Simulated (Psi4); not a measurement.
A dimer, CH2O2 ··· O2S (SMILES O=CO and O=S=O); the first 5 atoms form monomer A.

```
8

O      0.7600    -0.6033    -0.0873
C     -0.3919     0.0874    -0.1321
O     -0.6366     1.0635     0.5156
H      1.3418    -0.1668     0.5574
H     -1.0734    -0.3808    -0.8535
O      1.5969     3.6580     1.0328
S      1.3352     2.6374     2.0123
O      2.1578     1.4573     2.0225
```

Q: What interaction energy does SAPT0/jun-cc-pVDZ, frozen core (Psi4) give, and which attractive term is the largest?

A: Total -32.07 kJ/mol: electrostatics -40.45, exchange 29.04, induction -10.58, dispersion -10.09. The most attractive term is electrostatics.
